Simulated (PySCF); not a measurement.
CH10O2Si3, SMILES C[Si@@H](O)[Si@H](O)[SiH3].

Geometry optimised at ωB97X-D3(BJ)/def2-SVP. The structure was generated by enumeration; whether it is a known compound was not checked. Other conformers were not sampled.

Two levels are set side by side: TDA-PBE/def2-SVPD (PySCF) and TDA-B3LYP/def2-SVPD (PySCF). Vertical, same geometry. The lowest singlet is HOMO→LUMO 97 % with PBE and HOMO→LUMO 97 % with the other functional; states are paired by order. Differences are taken from unrounded values.

```csv
quantity,TDA-PBE
lowest singlet excitation (eV),4.54
lowest triplet excitation (TDA) (eV),4.03
```

Task: These are the TDA-PBE values. What does TDA-B3LYP give? (An estimate is asked for; the answer gives what the named calculation found.)

Result: 
```json
[
 {"quantity": "lowest singlet excitation (eV)", "TDA-B3LYP": "5.00", "TDA-PBE minus TDA-B3LYP": "-0.46"},
 {"quantity": "lowest triplet excitation (TDA) (eV)", "TDA-B3LYP": "4.46", "TDA-PBE minus TDA-B3LYP": "-0.42"}
]
```

Functionals without exact exchange tend to place singlet excitations lower, as here. Differences between two approximate levels are no errors against the true value.

Rough cost on one machine, each run with all the roots and properties that it gave: TDA-B3LYP against TDA-PBE about 2 times.
